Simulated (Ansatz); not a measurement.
```yaml
crystal:
  periodic: [false, false, false]
  atoms:
    - {symbol: B, position_ang: [-1.641997, 0.088765, -0.066049]}
    - {symbol: C, position_ang: [-0.136412, 0.390771, 0.078160]}
    - {symbol: C, position_ang: [0.454791, -1.394303, 0.584687]}
    - {symbol: Si, position_ang: [0.454791, -1.394303, 0.584687]}
    - {symbol: C, position_ang: [0.212856, 1.210682, 1.215113]}
    - {symbol: N, position_ang: [0.510003, 1.860925, 2.118989]}
    - {symbol: H, position_ang: [-2.370813, 0.160211, 0.875111]}
    - {symbol: H, position_ang: [-2.041960, -0.310872, -1.119781]}
    - {symbol: H, position_ang: [0.386408, 1.789965, -1.496529]}
    - {symbol: H, position_ang: [0.383165, 0.099327, -2.007308]}
    - {symbol: H, position_ang: [1.723323, 0.736556, -1.032958]}
    - {symbol: H, position_ang: [0.160887, -2.320519, -0.536606]}
    - {symbol: H, position_ang: [-0.214626, -1.844793, 1.825912]}
    - {symbol: H, position_ang: [1.917835, -1.270339, 0.780523]}
basis:
  gaussian: {orbitals: def2-TZVPP, final_grid: {core_spheres: 20, valence_spheres: 16, degree: 47}}
hamiltonian: {xc: {name: rPW86-PBE}, dispersion: d3bj}
accuracy: high
```

```sh
$ ansatz run in.yaml --threads 4 --pin off --events-out ev --progress --plain --max-ram 10444MiB
```

Shortened log:

```
Error: two nuclei lie on one point
```

(1) Something in this input is off. What?

## Answers

(1) One atom was put on top of another. The program refused the input.
